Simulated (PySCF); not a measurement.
**CuOCl + HBr → CuOBr + HCl**

Level: PBE0 in the def2-TZVP basis family, all electrons, no relativity, computed in PySCF with density fitting; open shells unrestricted.

```
species                                        state and structure  ZPE (kJ/mol)  H(298 K) − H(0) (kJ/mol)  S° (J/(mol K))
  CuOCl  triplet, C∞v, Cu–Cl 2.054 Å, Cu–O 1.704 Å; Cl–Cu–O 180.0°           8.2                      13.4           279.8
    HBr                                 singlet, C∞v, H–Br 1.421 Å          16.0                       8.7           198.5
  CuOBr  triplet, C∞v, Cu–Br 2.189 Å, Cu–O 1.710 Å; Br–Cu–O 180.0°           7.3                      13.9           292.3
    HCl                                 singlet, C∞v, H–Cl 1.279 Å          17.9                       8.7           186.6
```

Is the gas-phase reaction uphill or downhill in electronic energy at this level, and by how much?

At PBE0/def2-TZVP, ΔE = -18.7 kJ/mol, downhill. 

Add zero-point, thermal and entropy terms for 298.15 K and 1 bar.

ΔZPE = 1.0 and Δ[H(298) − H(0)] = 0.5 kJ/mol give ΔH° = -17.2 kJ/mol. ΔS° = 0.6 J/(mol K), so ΔG° = -17.2 − 298.15 × (0.0006) = -17 kJ/mol and log₁₀K = 3.0.

Open d or f shells are single determinants, so the state found may not be the ground state. Each species is the lowest minimum found with this bonding; other isomers or fragments can lie lower.
